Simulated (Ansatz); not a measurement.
## FeS: shapes and states compared

Computed with Ansatz's Gaussian-basis code (development build). Basis cc-pwCVTZ-DK on Fe, cc-pVTZ-DK on S, scalar X2C without spin–orbit coupling, 10 orbitals frozen in the corrections; active space CAS(14,10). Restricted Hartree–Fock, then the lowest state-specific CASSCF solution met for each case. Coupled cluster stands on the determinant that it favours, not always the lowest RHF. On stretched bonds single-reference methods can fail or change state. Unlike active orbitals can shift such differences by tenths of an eV, at times by over 1 eV.

Case A, triplet: bond length 2.0170 Å.

Case B, quintet: the shape of A.

Energy less that of case A, in eV:

| case | RHF/ROHF | CASSCF | CCSD(T) |
| --- | --- | --- | --- |
| B | -2.937 | -0.726 | -0.719 |

(1) What does SC-NEVPT2 give for these differences?

(2) Which case is lowest, and do the methods agree?

Results:

(1) B: -1.236 eV (-28.5 kcal/mol).

(2) B is lowest in SC-NEVPT2. Of the methods shown, RHF/ROHF, CASSCF, CCSD(T) agree.
